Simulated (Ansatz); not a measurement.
Geometry optimisation of Tl2F⁺.

```yaml
crystal:
  periodic: [false, false, false]
  atoms:
    - {symbol: Tl, position_ang: [0.506645, 1.264182, 1.871086]}
    - {symbol: Tl, position_ang: [-0.506162, -1.263881, -1.871423]}
    - {symbol: F, position_ang: [-0.000493, -0.000291, 0.000327]}
basis:
  gaussian: {orbitals: def2-TZVP}
total_charge: 1
magnetization: {spin_polarized: true, initial_magnetization: 2}
hamiltonian: {xc: pbe, dispersion: d4}
scf: {lower_state_search: "off"}
output: {orbitals: {seedname: orbitals}}
relax: {f_tol: 0.02, max_steps: 100}
```

```sh
$ ansatz run in.yaml --threads 2 --pin off --events-out ev --progress --plain --max-ram 4352MiB
```

Shortened log:

```
Functional definition: PBE
mean field -12098.42774327 eV, -444.6090189563 hartree, gradient 1.9e-6 eV, S^2 2.002982; 0 other end points of the search recorded, 0 dependent functions left out
relax step   1: F+E_penalty+E_count = -12098.50726036 eV  Δ(F+E_penalty+E_count) = +0.000e0 eV  max|allowed force component| = 1.293e-1 eV/Å  Δτ_max = 0.0000 Å  (56 SCF iters, accepted)
mean field -12098.43175839 eV, -444.6091665093 hartree, gradient 2.2e-6 eV, S^2 2.002902; 0 other end points of the search recorded, 0 dependent functions left out
relax step   2: F+E_penalty+E_count = -12098.51230685 eV  Δ(F+E_penalty+E_count) = -5.046e-3 eV  max|allowed force component| = 3.711e-3 eV/Å  Δτ_max = 0.0299 Å  (22 SCF iters, accepted)
Total energy: -12098.51236504 eV, -444.6121287489 hartree
Atom 0 at     0.499925     1.247765     1.847077 Å, force    -0.001063    -0.002517    -0.003613 eV/Å
Atom 1 at    -0.499818    -1.247690    -1.847160 Å, force     0.000919     0.002431     0.003711 eV/Å
Atom 2 at    -0.000117    -0.000065     0.000073 Å, force     0.000144     0.000086    -0.000097 eV/Å
Dipole moment:     0.000069     0.000041    -0.000046 e Å
Checks for a lower state left out: stability, starts, cluster_reference, orbital_swaps, neighbouring_geometries, increment
```

Hardware: 2 threads of Arm Neoverse N1 on a shared host. Wall time 8.5 s.

In the def2 sets Tl takes a core potential; there is no spin–orbit coupling. The gap within one spin of the charge 1 triplet nearly closes, so an electron or hole may be smeared out by delocalisation error. At PBE-D4/def2-TZVP a singlet of charge 1 lies 5.46 eV below the triplet, each at its own geometry. The structure comes from a short search, and lower isomers may exist.
